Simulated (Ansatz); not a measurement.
Basis-set extrapolation for CH4BClOSi (PBE0-D4/def2-TZVP geometry, frozen core, Ansatz 0.2.0). Multiplicity 1, RHF reference.

```json
{"": "HF", "def2-TZVPP": "-888.247953", "def2-QZVPP": "-888.275845"}
{"": "MP2 correlation", "def2-TZVPP": "-0.806326", "def2-QZVPP": "-0.870044"}
{"": "CCSD(T) correlation", "def2-TZVPP": "-0.889849", "def2-QZVPP": "not run"}
```

Energies in hartree. Use E(X) = E(∞) + A·exp(−7.88·√X) for Hartree–Fock and E(X) = E(∞) + B·X^(−2.97) for correlation, with X = 3 and 4, and add CCSD(T) minus MP2 of the smaller set to the MP2 limit.

Problem. What is the CCSD(T) energy at the basis-set limit?

Solution. HF limit: -888.275845 + (-0.027892) × 0.13774 = -888.27969. MP2 limit: -0.870044 + (-0.063718) × 0.74074 = -0.91724. Higher-order term: -0.889849 − (-0.806326) = -0.08352. Total: -889.28045 hartree, 374.5 kJ/mol below CCSD(T)/def2-TZVPP.
